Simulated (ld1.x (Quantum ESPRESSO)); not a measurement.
u(r) = r·R(r): atom against pseudo-atom (Ti (Z = 22))

Columns: radius, all-electron u(r) and pseudo u(r) of the 4s shell (level -10.60 eV) of titanium in the configuration [Ar] 3d2 4s1 4p0; LDA (PZ), scalar-relativistic, PAW scheme, ld1.x (Quantum ESPRESSO) 7.5.

| r (bohr) | all-electron | pseudo |
| --- | --- | --- |
| 0.200 | -0.1771 | -0.0669 |
| 0.400 | 0.0148 | -0.1334 |
| 0.600 | 0.2511 | -0.1991 |
| 0.800 | 0.2941 | -0.2634 |
| 1.000 | 0.1947 | -0.3257 |
| 1.200 | 0.0338 | -0.3851 |
| 1.400 | -0.1361 | -0.4407 |
| 1.600 | -0.2883 | -0.4913 |
| 1.800 | -0.4122 | -0.5359 |
| 2.000 | -0.5056 | -0.5734 |
| 2.200 | -0.5704 | -0.6025 |
| 2.400 | -0.6103 | -0.6224 |
| 2.600 | -0.6293 | -0.6323 |
| 2.800 | -0.6315 | -0.6318 |
| 3.000 | -0.6205 | -0.6205 |
| 3.200 | -0.5996 | -0.5996 |
| 3.400 | -0.5714 | -0.5714 |
| 3.600 | -0.5382 | -0.5382 |
| 3.800 | -0.5020 | -0.5020 |
| 4.000 | -0.4643 | -0.4643 |
| 4.200 | -0.4262 | -0.4262 |
| 4.400 | -0.3887 | -0.3887 |
| 4.600 | -0.3525 | -0.3525 |
| 4.800 | -0.3179 | -0.3179 |
| 5.000 | -0.2855 | -0.2855 |
| 5.200 | -0.2553 | -0.2553 |

(1) How many radial nodes do the two functions have?

(2) At about which radius was the pseudo-wave matched?

(3) Is the pseudo-wave norm-conserving?

Results:

(1) The all-electron 4s function has n − l − 1 = 3 (the table is too coarse to show those close to the nucleus); the pseudo-wave has 0, since the states of the same l below it are removed with the core.

(2) 2.95 bohr, where the columns begin to agree (steps of 0.20 bohr).

(3) No, it belongs to a PAW set: the norm inside the radius is not constrained, and the difference is carried by the augmentation charge.
